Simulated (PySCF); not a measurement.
Isomers C7H11FO:

A. `C[C@@H]1C[C@@]12COC[C@H]2F`
B. SMILES C[C@@H]1[C@H](F)[C@]12CCCO2
C. SMILES CC(C)OC1=C(CF)C1
D. `CO[C@@H]1C=CCC[C@H]1F`

Spectrum 1. ¹H NMR (400 MHz, computed): δ 4.50 (m, 1H), 4.26 (m, 1H), 3.94 (m, 1H), 2.13 (m, 1H), 2.07 (m, 1H), 1.90 (m, 1H), 1.84 (m, 1H), 1.19 (m, 1H), 1.11 (m, 3H). ¹³C{¹H} NMR (computed): δ 77.8 (CH), 72.9 (CH2), 70.9 (C), 30.8 (CH2), 25.4 (CH2), 23.5 (CH), 8.9 (CH3).

Spectrum 2. ¹H NMR (400 MHz, computed): δ 5.04 (m, 1H), 4.76 (m, 1H), 4.20 (m, 1H), 4.14 (m, 1H), 3.43 (m, 1H), 1.39 (d, 3H), 0.95 (m, 1H), 0.84 (m, 1H), 0.45 (m, 1H). ¹³C{¹H} NMR (computed): δ 103.8 (CH), 80.7 (CH2), 79.5 (CH2), 34.5 (C), 27.7 (CH2), 19.6 (CH3), 17.6 (CH).

Spectrum 3. ¹H NMR (400 MHz, computed): δ 5.97 (m, 1H), 5.83 (m, 1H), 4.79 (m, 1H), 4.07 (m, 1H), 3.78 (s, 3H), 2.28 (m, 1H), 2.16 (m, 1H), 2.05 (m, 1H), 1.77 (m, 1H). ¹³C{¹H} NMR (computed): δ 136.9 (CH), 135.7 (CH), 100.4 (CH), 84.9 (CH), 61.6 (CH3), 32.1 (CH2), 28.6 (CH2).

Spectrum 4. ¹H NMR (400 MHz, computed): δ 5.61 (m, 2H), 4.39 (sept, 1H), 1.71 (s, 2H), 1.45 (d, 6H). ¹³C{¹H} NMR (computed): δ 149.2 (C), 79.9 (CH), 78.5 (CH2), 76.1 (C), 23.6 (CH3), 18.5 (CH2).

Equivalent nuclei averaged, non-relativistic, single conformer, gas phase. Coordinates at the GFN2-xTB level; NMR shieldings at PBE0/pcSseg-1/GIAO; PySCF 2.14.

Shifts are taken against calculated references (same method and geometry level): ¹H, ¹³C vs TMS. Splittings of carbon signals by F and P are missing where no couplings were computed. Where no couplings were computed, multiplicities follow the n + 1 count of equivalent neighbours, and m marks all less simple cases (inequivalent or close neighbours, rings, F or P nearby). Shifts are as computed. Against solution values, carbons near 30 ppm lie about +3 ppm off and those near 130 ppm about +5 ppm. Of 1309 compounds with measured shifts, 239 miss one by over three times the rms of a fit or turn the order of signals round; such compounds aren't used in these exercises.

**Question.** Which spectrum belongs to which compound?

**Answer.** 1–B, 2–A, 3–D, 4–C.

- Spectrum 1 (B): 7 ¹³C signals; δC 77.8 is a three-membered-ring carbon; δC 72.9 is an sp3 CH2 bonded to O.
- Spectrum 2 (A): 7 ¹³C signals; δC 103.8 is an sp3 CH bonded to F; δC 80.7 is an sp3 CH2 bonded to O.
- Spectrum 3 (D): 7 ¹³C signals; δC 136.9 is an alkene CH; δC 135.7 is an alkene CH.
- Spectrum 4 (C): 6 ¹³C signals; δC 149.2 is an alkene carbon bearing oxygen; δC 79.9 is an sp3 CH bonded to O.
